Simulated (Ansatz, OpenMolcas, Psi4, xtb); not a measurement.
AlSbH3F (SMILES [F][AlH][SbH2]): the HOMO–LUMO gap, rung by rung

AlSbH3F: 6 atoms, total charge 0, spin state singlet. As SMILES, `[F][AlH][SbH2]`. The coordinates come from a PBE0-D4/def2-TZVP relaxation. This is one conformer, not always the lowest.

Quantity: the HOMO–LUMO gap, in eV. The values are calculated.

```csv
level,kind,program,value (eV),CPU time
GFN1-xTB,semi-empirical,xtb,3.90,under 2 s
HF/def2-SVP (core potential),Hartree–Fock,Psi4,10.64,13 s
SVWN5/def2-SVP (core potential),LDA,Psi4,3.96,22 s
BLYP/def2-SVP (core potential),GGA,Ansatz,4.01,5.6 s
M06-L/def2-SVP (core potential),meta-GGA,Psi4,4.58,46 s
"M06-2X/def2-SVP (density fitting, core potential)",hybrid meta-GGA,Psi4,7.33,4.5 s
"TPSSh-D3(BJ)/def2-SVP (density fitting, core potential)",hybrid meta-GGA,Psi4,4.96,13 s
CAM-B3LYP/def2-SVP (core potential),range-separated hybrid,Ansatz,7.89,7.9 s
B2PLYP/def2-SVP (core potential),double hybrid,OpenMolcas,7.57,18 s
PBE-QIDH/def2-SVP (core potential),double hybrid,Ansatz,8.75,10 s
```

The values span 3.90 to 10.64 eV. Orbital gaps aren't excitation energies, and those of double hybrids come from the SCF part alone; they tend to grow with the share of exact exchange. Times are those of the runs behind each value, whatever else they computed, on shared processors of several kinds: orders of magnitude only.
